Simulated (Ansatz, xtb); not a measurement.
**C6H4N2O2: which of two isomers lies lower**

Structure I: `O=Cc1cnc(C=O)nc1`, a singlet. Structure II: `O=Cc1ccnc(C=O)n1`, a singlet. Both are isolated molecules in the gas phase, relaxed with PBE0-D3(BJ)/def2-SVP, each in the lowest conformer that the search found.

Quicker runs give these differences E(II) − E(I): GFN2-xTB +1.08 kJ/mol; HF/STO-3G −5.04 kJ/mol (at GFN2-xTB geometries); r2SCAN-D4/def2-SVP −4.51 kJ/mol (at GFN2-xTB geometries).

**Question.** Estimate which is lower in electronic energy at CCSD(T)/def2-SVP + ΔMP2/def2-TZVPP, and by roughly how much.

**Answer.** The CCSD(T)/def2-SVP + ΔMP2/def2-TZVPP calculation puts structure II lower, by 6.12 kJ/mol.

The same difference at several levels:

```tsv
level	geometry	E(II) − E(I) (kJ/mol)	departure from the last row (kJ/mol)	job, with rough time for the two
GFN2-xTB	GFN2-xTB	+1.08	+7.19	optimisation, 0.45 s
HF/STO-3G	GFN2-xTB	−5.04	+1.08	single point, 3.2 s
r2SCAN-D4/def2-SVP	GFN2-xTB	−4.51	+1.61	single point, 17 s
PBE0-D3(BJ)/def2-SVP	PBE0-D3(BJ)/def2-SVP	−4.23	+1.89	optimisation, 3.1 min
HF/def2-SVP	PBE0-D3(BJ)/def2-SVP	−2.36	+3.76	part of the CCSD(T) run
MP2/def2-SVP	PBE0-D3(BJ)/def2-SVP	−10.27	−4.15	part of the CCSD(T) run
CCSD(T)/def2-SVP	PBE0-D3(BJ)/def2-SVP	−6.06	+0.06	single point
CCSD(T)/def2-SVP + ΔMP2/def2-TZVPP	PBE0-D3(BJ)/def2-SVP	−6.12		single point, 9.6 min
```

As drawn, both hold the same kinds of bond in the same numbers.

GFN2-xTB finds them nearly level. The largest departure from CCSD(T)/def2-SVP + ΔMP2/def2-TZVPP is that of GFN2-xTB, 7.19 kJ/mol. The last row adds to CCSD(T) the change of the MP2 difference between the two basis sets, here −0.06 kJ/mol.

With thermal terms from frequencies at re-optimised GFN2-xTB minima (ideal gas, soft modes damped towards free rotors, one conformer each, 298.15 K, 1 atm): on the last row, ΔE + ΔZPE = −5.73, ΔH = −6.01, ΔG = −5.67 kJ/mol.

The correlated steps freeze 10 core orbitals. Programs: Ansatz 0.2.0, xtb 6.7.1; the last row on 2 threads of Intel(R) Xeon(R) Processor @ 2.50GHz (Skylake/Cascade Lake) on a shared host.
